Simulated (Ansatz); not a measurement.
System: C3H4N (charge 0, doublet). It need not be the lowest isomer of its formula. 
Geometry from a B3LYP-D3(BJ)/def2-TZVP (Ansatz, an electronic-structure program) optimisation:
SMILES: [N+](C[CH2])#[C-]
```xyz
8

C     -1.5958     0.1356    -0.0750
C     -0.3195    -0.4769    -0.5251
N      0.8153     0.0496     0.1537
C      1.7356     0.4869     0.7180
H     -1.6177     0.8171     0.7603
H     -2.5138    -0.1446    -0.5697
H     -0.3272    -1.5646    -0.3723
H     -0.1705    -0.3286    -1.6017
```
Charge 0, spin multiplicity 2.

Total electronic energies in hartree. Cores are frozen in the correlated levels unless marked. Open shells are spin-unrestricted. No spin-orbit coupling. Non-relativistic unless marked X2C. Basis-set limits of correlation are two-point, X^-3; Hartree-Fock from the larger set. [CCSD(T)-MP2]/basis is that difference in the basis named.

```tsv
level	program	energy (Eh)
HF/aug-cc-pVTZ	Ansatz	-170.36023
RI-HF/cc-pVQZ	Ansatz	-170.36954
BHLYP-D3(BJ)/def2-TZVPD	Ansatz + dftd3	-171.32958
MP2/6-31G*	Ansatz	-170.79745
RI-MP2/aug-cc-pVQZ	Ansatz	-171.05330
CCSD/STO-3G	Ansatz	-168.41809
CCSD/cc-pwCVTZ	Ansatz	-171.03517
X2C-CCSD(T)/cc-pVTZ-DK	Ansatz	-171.12880
RI-MP2/CBS(aug-cc-pVTZ,aug-cc-pVQZ)+[CCSD(T)-MP2]/aug-cc-pVTZ	Ansatz	-171.1406
```

Totals of different functionals don't rank their quality; only differences between species are comparable.
